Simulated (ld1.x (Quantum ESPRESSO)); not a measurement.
**What one change does to a pseudopotential (rhodium (Rh), TM)**

| Quantity | Value |
| --- | --- |
| Element | Rh |
| Generator | ld1.x (Quantum ESPRESSO) 7.5 |
| Type | norm-conserving Troullier–Martins (Kleinman–Bylander form) |
| Functional | BLYP |
| Relativity | fully relativistic |
| Frozen core | [Kr] |
| Valence charge | 9 |
| Reference configuration | 4d8 5s1 5p0 |
| Partial waves | 5p (bound, empty): rc 2.60 bohr; 4d (bound): rc 1.75 bohr; 5s (bound): rc 2.65 bohr |
| Local potential | the s channel |
| Core correction | a·sin(br)/r model core, default radius (core density twice the valence density) |

Open shells are filled in proportion to 2j + 1 (rel_dist='average').

All-electron outer shells of the reference configuration (BLYP, scalar-relativistic, ld1.x):

```tsv
shell	level (eV)	outermost node (bohr)	outermost maximum (bohr)
4s	-82.40	0.47	0.88
4p	-50.30	0.47	0.94
4d	-5.83	0.46	1.14
5s	-4.32	1.19	2.63
5p	-0.87	1.35	3.93
```

Change: all radii but the core radius scaled by about 1.19 (s 3.16, p 3.10, d 2.08 bohr).

Cutoffs: the cutoffs (Ry, on a coarse ladder) from which the occupation-weighted sum of valence levels, in a spherical-Bessel basis at the reference potential, stays within 10 and 1 mRy of its value at 400 Ry; they do not see the model core or the augmentation charge, which bear on the density cutoff. Errors are all-electron minus pseudo energies relative to the spin-unpolarised reference configuration.

Q: What does the change do?

A: The potential gets softer (55 Ry and 70 Ry → 45 Ry and 55 Ry); of the 7 tests that both files solve, the error grows in 1 and shrinks in 3 by more than 15 % and 0.3 meV (median size 125.5 → 110.4 meV); neither file shows a bound ghost. A larger radius leaves more room for a smooth pseudo-wave, so fewer plane waves are needed.

| quantity | base | changed |
| --- | --- | --- |
| cutoff, loose | 55 Ry | 45 Ry |
| cutoff, tight | 70 Ry | 55 Ry |
| loose cutoff by channel (10 mRy a level) | d 45 Ry, s 6 Ry | d 40 Ry, s 6 Ry |
| bound ghosts | none | none |
| error for 4d8 5s0 5p0, meV [ΔE 7.55 eV] | -11 | -8.0 |
| error for 4d7 5s0 5p0, meV [ΔE 26.99 eV] | -122 | -149 |
| error for 4d6 5s0 5p0, meV [ΔE 59.39 eV] | -656 | -716 |
| error for 4d5 5s0 5p0, meV [ΔE 106.19 eV] | -1785 | -1841 |
| error for 4d7 5s2 5p0, meV [ΔE 2.35 eV] | -125 | -79 |
| error for 4d8 5s0.5 5p0, meV [ΔE 2.95 eV] | -2.2 | -1.3 |
| error for 4d7 5s1 5p1, meV [ΔE 6.49 eV] | -126 | -110 |
